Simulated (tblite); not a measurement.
Species: C5H15GeNSi.
Atom-mapped SMILES: `[CH2:1]=[CH:2][CH2:3][C@@H:4]([NH:5][CH3:6])[GeH2:7][SiH3:8]` (hydrogens: H9, H10 on C1; H11 on C2; H12, H13 on C3; H14 on C4; H15 on N5; H16, H17, H18 on C6; H19, H20 on Ge7; H21, H22, H23 on Si8)

Computed with GFN2-xTB (tblite), gas phase: L-BFGS steps from a force-field or distance-geometry start until the largest atomic force falls under 0.01 eV/Å.

Step 36: E = -677.1560 eV
```
atom  x, y, z in Å  |  force x, y, z in eV/Å
C1     -2.7438   -1.8614    0.4089    0.114   0.002  -0.032
C2     -2.2112   -0.9443   -0.3791    0.001   0.050  -0.033
C3     -1.5536    0.3110    0.0866    0.012   0.000   0.023
C4     -0.0778    0.3411   -0.3462   -0.033   0.046  -0.006
N5      0.6568    1.5259    0.0631   -0.026   0.003  -0.018
C6      0.1681    2.7857   -0.4716    0.022  -0.011   0.001
Ge7     1.0013   -1.1756    0.3897   -0.092  -0.019  -0.025
Si8     3.3016   -1.1159   -0.0010    0.038  -0.015   0.028
H9     -2.7473   -1.7498    1.4824   -0.028  -0.024  -0.054
H10    -3.1713   -2.7670    0.0093   -0.051   0.056   0.068
H11    -2.2186   -1.0752   -1.4557   -0.004  -0.029   0.026
H12    -1.6068    0.3844    1.1763   -0.028  -0.005   0.011
H13    -2.0700    1.1741   -0.3494   -0.011  -0.014   0.030
H14    -0.0469    0.3230   -1.4421    0.031  -0.060   0.000
H15     0.6596    1.5795    1.0796   -0.005  -0.007  -0.016
H16     0.9558    3.5346   -0.3678   -0.045  -0.008   0.026
H17    -0.0477    2.6588   -1.5343    0.026   0.009   0.063
H18    -0.7366    3.1582    0.0303    0.031  -0.008  -0.074
H19     0.3678   -2.4866   -0.0331    0.006   0.019  -0.001
H20     0.6713   -1.1660    1.8709    0.004  -0.006   0.022
H21     4.0257   -0.6698    1.1881    0.013   0.016   0.029
H22     3.6866   -0.2504   -1.1127   -0.039  -0.016  -0.024
H23     3.7321   -2.4876   -0.2823    0.061   0.020  -0.044
```

Step 37: E = -677.1581 eV
```
atom  x, y, z in Å  |  force x, y, z in eV/Å
C1     -2.7476   -1.8605    0.4106    0.100  -0.002  -0.036
C2     -2.2168   -0.9444   -0.3794    0.023   0.067   0.001
C3     -1.5559    0.3089    0.0873    0.032   0.036   0.010
C4     -0.0807    0.3418   -0.3497   -0.006  -0.037   0.009
N5      0.6568    1.5234    0.0626   -0.053  -0.018  -0.012
C6      0.1710    2.7836   -0.4719    0.035   0.012  -0.015
Ge7     0.9992   -1.1797    0.3859   -0.052   0.048  -0.025
Si8     3.3036   -1.1125   -0.0026   -0.004  -0.011   0.023
H9     -2.7496   -1.7514    1.4843   -0.021  -0.010  -0.056
H10    -3.1799   -2.7635    0.0119   -0.053   0.035   0.059
H11    -2.2253   -1.0753   -1.4554   -0.010  -0.029   0.011
H12    -1.6057    0.3795    1.1775   -0.022  -0.011   0.009
H13    -2.0720    1.1757   -0.3421   -0.018  -0.027   0.019
H14    -0.0476    0.3225   -1.4461    0.012  -0.044   0.026
H15     0.6568    1.5754    1.0797   -0.005  -0.006  -0.033
H16     0.9561    3.5323   -0.3543   -0.032   0.019   0.038
H17    -0.0264    2.6637   -1.5393    0.006  -0.005   0.076
H18    -0.7411    3.1529    0.0194    0.038  -0.016  -0.082
H19     0.3677   -2.4928   -0.0274   -0.007   0.003  -0.009
H20     0.6746   -1.1604    1.8693    0.005  -0.012   0.012
H21     4.0224   -0.6636    1.1878    0.019   0.018   0.043
H22     3.6944   -0.2481   -1.1128   -0.048  -0.008  -0.027
H23     3.7412   -2.4806   -0.2854    0.062   0.000  -0.041
```

Step 38: E = -677.1603 eV
```
atom  x, y, z in Å  |  force x, y, z in eV/Å
C1     -2.7505   -1.8600    0.4118    0.059  -0.007  -0.027
C2     -2.2229   -0.9434   -0.3795    0.041   0.056   0.027
C3     -1.5581    0.3070    0.0885    0.036   0.057  -0.004
C4     -0.0844    0.3416   -0.3535    0.018  -0.097   0.021
N5      0.6560    1.5198    0.0615   -0.055  -0.031  -0.003
C6      0.1757    2.7815   -0.4723    0.035   0.024  -0.020
Ge7     0.9970   -1.1825    0.3808    0.005   0.092  -0.010
Si8     3.3064   -1.1083   -0.0040   -0.042  -0.004   0.017
H9     -2.7532   -1.7537    1.4853   -0.003   0.009  -0.038
H10    -3.1911   -2.7596    0.0159   -0.047   0.013   0.033
H11    -2.2339   -1.0757   -1.4544   -0.011  -0.019  -0.013
H12    -1.6051    0.3740    1.1792   -0.011  -0.014   0.007
H13    -2.0750    1.1763   -0.3344   -0.023  -0.023   0.008
H14    -0.0497    0.3210   -1.4502   -0.009  -0.027   0.040
H15     0.6535    1.5699    1.0788   -0.006  -0.003  -0.037
H16     0.9565    3.5305   -0.3376   -0.012   0.040   0.046
H17    -0.0021    2.6691   -1.5435   -0.009  -0.016   0.060
H18    -0.7450    3.1465    0.0055    0.031  -0.017  -0.076
H19     0.3687   -2.4990   -0.0211   -0.020  -0.012  -0.018
H20     0.6794   -1.1538    1.8668    0.004  -0.018  -0.001
H21     4.0195   -0.6564    1.1885    0.017   0.016   0.045
H22     3.7025   -0.2447   -1.1135   -0.058  -0.006  -0.022
H23     3.7510   -2.4733   -0.2887    0.060  -0.012  -0.035
```

**Question.** Estimate the geometry and energy of step 39. (The exact step hangs on the optimiser's Hessian estimate; all steps are aligned on step 38, rigid shifts and turns removed.)

**Answer.** E = -677.1623 eV, largest force 0.109 eV/Å
```
atom  x, y, z in Å  |  force x, y, z in eV/Å
C1     -2.7537   -1.8598    0.4126    0.008  -0.009  -0.009
C2     -2.2296   -0.9415   -0.3787    0.049   0.017   0.032
C3     -1.5599    0.3055    0.0903    0.022   0.049  -0.011
C4     -0.0886    0.3395   -0.3576    0.027  -0.102   0.026
N5      0.6544    1.5147    0.0600   -0.032  -0.026   0.003
C6      0.1823    2.7791   -0.4729    0.029   0.029  -0.023
Ge7     0.9956   -1.1835    0.3741    0.052   0.087   0.015
Si8     3.3092   -1.1030   -0.0056   -0.055   0.000   0.012
H9     -2.7577   -1.7565    1.4858    0.018   0.028  -0.011
H10    -3.2051   -2.7553    0.0207   -0.030   0.001   0.000
H11    -2.2444   -1.0758   -1.4529   -0.008  -0.001  -0.029
H12    -1.6040    0.3676    1.1815    0.002  -0.012   0.003
H13    -2.0789    1.1762   -0.3261   -0.021  -0.009  -0.003
H14    -0.0530    0.3191   -1.4541   -0.029  -0.016   0.039
H15     0.6492    1.5627    1.0771   -0.006   0.001  -0.027
H16     0.9574    3.5297   -0.3169   -0.007   0.034   0.046
H17     0.0261    2.6745   -1.5476   -0.012  -0.020   0.038
H18    -0.7489    3.1383   -0.0122    0.021  -0.012  -0.062
H19     0.3700   -2.5056   -0.0140   -0.022  -0.009  -0.023
H20     0.6861   -1.1456    1.8629    0.002  -0.021  -0.011
H21     4.0161   -0.6477    1.1905    0.008   0.008   0.030
H22     3.7109   -0.2400   -1.1147   -0.068  -0.008  -0.010
H23     3.7616   -2.4655   -0.2921    0.052  -0.008  -0.025
```

The energy changes by -0.0020 eV. The first-order estimate −F·Δx gives -0.0028 eV and the mean of the old and new forces, exact on a quadratic surface, -0.0020 eV. The step makes an angle of 80° with the force vector and moves no atom by more than 0.029 Å.

The cost below is that of the whole relaxation. On one thread of an AMD EPYC, no GPU, on a shared host, this took 4.7 s wall, 3.7 s CPU.
